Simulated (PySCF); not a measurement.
# Potential energy of Be₂ along the bond

Set-up: basis Be def2-SVP; no relativity; PySCF 2.14. Energies in eV from Be + Be in their ground configurations at the same level. State: ¹Σg⁺ (singlet), closed shell.

All columns are PBE.

| R (Å) | E (eV) | HOMO (eV) | LUMO (eV) | Mayer bond order | ⟨S²⟩ |
| --- | --- | --- | --- | --- | --- |
| 2.172 | -0.320 | -4.29 | -3.20 | 1.02 | 0.00 |
| 2.273 | -0.401 | -4.37 | -3.09 | 0.95 | 0.00 |
| 2.374 | -0.438 | -4.45 | -3.00 | 0.89 | 0.00 |
| 2.450 | -0.445 | -4.51 | -2.94 | 0.84 | 0.00 |
| 2.526 | -0.440 | -4.56 | -2.88 | 0.79 | 0.00 |
| 2.602 | -0.426 | -4.62 | -2.86 | 0.74 | 0.00 |
| 2.703 | -0.398 | -4.69 | -2.85 | 0.67 | 0.00 |
| 2.829 | -0.355 | -4.78 | -2.83 | 0.59 | 0.00 |
| 2.981 | -0.300 | -4.88 | -2.81 | 0.50 | 0.00 |
| 3.183 | -0.231 | -5.00 | -2.78 | 0.39 | 0.00 |

Closed-shell solutions of metal pairs were not tested for spin polarisation, which can lower them a little.
